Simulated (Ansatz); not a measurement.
Cost and result for the atomization energy of `C[Si](C)(F)CC[SiH](F)F` (20 atoms, 19 bonds).

```json
{"atom": "C1", "x (Å)": "-1.487", "y (Å)": "-0.077", "z (Å)": "-1.461"}
{"atom": "Si2", "x (Å)": "-0.047", "y (Å)": "0.791", "z (Å)": "-0.670"}
{"atom": "C3", "x (Å)": "-0.098", "y (Å)": "2.632", "z (Å)": "-0.924"}
{"atom": "F4", "x (Å)": "1.299", "y (Å)": "0.239", "z (Å)": "-1.370"}
{"atom": "C5", "x (Å)": "0.123", "y (Å)": "0.383", "z (Å)": "1.150"}
{"atom": "C6", "x (Å)": "0.051", "y (Å)": "-1.100", "z (Å)": "1.541"}
{"atom": "Si7", "x (Å)": "1.310", "y (Å)": "-2.233", "z (Å)": "0.783"}
{"atom": "F8", "x (Å)": "0.836", "y (Å)": "-2.698", "z (Å)": "-0.663"}
{"atom": "F9", "x (Å)": "1.380", "y (Å)": "-3.557", "z (Å)": "1.667"}
{"atom": "H10", "x (Å)": "-1.570", "y (Å)": "0.192", "z (Å)": "-2.517"}
{"atom": "H11", "x (Å)": "-2.426", "y (Å)": "0.195", "z (Å)": "-0.971"}
{"atom": "H12", "x (Å)": "-1.369", "y (Å)": "-1.161", "z (Å)": "-1.400"}
{"atom": "H13", "x (Å)": "-1.004", "y (Å)": "3.062", "z (Å)": "-0.488"}
{"atom": "H14", "x (Å)": "0.763", "y (Å)": "3.119", "z (Å)": "-0.461"}
{"atom": "H15", "x (Å)": "-0.092", "y (Å)": "2.876", "z (Å)": "-1.989"}
{"atom": "H16", "x (Å)": "-0.649", "y (Å)": "0.943", "z (Å)": "1.690"}
{"atom": "H17", "x (Å)": "1.077", "y (Å)": "0.814", "z (Å)": "1.478"}
{"atom": "H18", "x (Å)": "-0.933", "y (Å)": "-1.519", "z (Å)": "1.298"}
{"atom": "H19", "x (Å)": "0.157", "y (Å)": "-1.212", "z (Å)": "2.627"}
{"atom": "H20", "x (Å)": "2.679", "y (Å)": "-1.689", "z (Å)": "0.679"}
```

Charge 0, multiplicity 1. The structure was optimised at the PBE0-D4/def2-TZVP level. It is one conformer, not always the lowest. Program: Ansatz. All runs use 6 threads of an AMD EPYC 7R13 on a shared host and a share of an NVIDIA H100 80 GB. Times are those of one run each, without the atoms' runs, and a repeat can differ threefold. Electronic energies, without spin–orbit coupling; frozen cores. CCSD(T)/CBS adds CCSD(T) − MP2 in def2-TZVPP to the MP2 limit, and its time is that of the two runs behind it. T1 = 0.011.

CCSD(T)/CBS is a level of theory with its own doubt, some kJ/mol a heavy atom from the limit and from the frozen cores, so smaller differences don't rank the functionals.

```tsv
level	functions	wall time
LDA (SPW92)/def2-TZVPP	455	1.8 s
PBE0-D4/def2-TZVPP	455	2.3 s
revPBE-D4/def2-TZVPP	455	2.8 s
B97M-V/def2-TZVPP	455	2.8 s
r2SCANh-D4/def2-TZVPP	455	4.8 s
CCSD(T)/def2-SVP	189	5 s
BHLYP-D4/def2-TZVPP	455	6.5 s
CAM-B3LYP-D4/def2-TZVPP	455	7 s
ωB97M-V/def2-TZVPP (with forces)	455	7 s
ωB97X-V/def2-TZVPP	455	7.5 s
MP2/def2-QZVPP	869	8.5 s
CCSD(T)/def2-TZVPP	455	24 s
CCSD(T)/CBS(def2)	–	33 s
```

What atomization energy does each give, and how far from CCSD(T)/CBS? (Estimate.)

Computed: 
```
                           level  atomization (kJ/mol)  difference from CCSD(T)/CBS  per bond
          LDA (SPW92)/def2-TZVPP                9079.6                       1018.4      53.6
              PBE0-D4/def2-TZVPP                8033.3                        -27.9      -1.5
            revPBE-D4/def2-TZVPP                7953.2                       -108.0      -5.7
               B97M-V/def2-TZVPP                8060.0                         -1.2      -0.1
           r2SCANh-D4/def2-TZVPP                8025.1                        -36.1      -1.9
                CCSD(T)/def2-SVP                7594.3                       -466.9     -24.6
             BHLYP-D4/def2-TZVPP                7850.6                       -210.6     -11.1
         CAM-B3LYP-D4/def2-TZVPP                8082.1                         20.9       1.1
ωB97M-V/def2-TZVPP (with forces)                8066.9                          5.7       0.3
              ωB97X-V/def2-TZVPP                8065.6                          4.4       0.2
                  MP2/def2-QZVPP                8123.9                         62.7       3.3
              CCSD(T)/def2-TZVPP                7866.4                       -194.8     -10.2
               CCSD(T)/CBS(def2)                8061.2                          0.0       0.0
```

From r2SCAN to r2SCAN0 (25 % exact exchange), in def2-TZVPP and without D4, the atomization energy moves by −98.9 kJ/mol: exact exchange takes away binding that semilocal exchange gives to molecules. In def2-TZVPP, CCSD(T) changes the Hartree–Fock value by +1744.7 kJ/mol (the triples alone add +96.3 kJ/mol) and MP2 by +1885.3 kJ/mol; breaking electron pairs costs correlation energy, which Hartree–Fock lacks. The D4 term adds +84.4 kJ/mol with B3LYP and +45.6 kJ/mol with PBE0; it sums over pairs of atoms, weighted by their polarisabilities, and B3LYP, whose exchange is more repulsive, gets the larger term.

B3LYP here is the variant with VWN-RPA as its local correlation; programs differ in this.
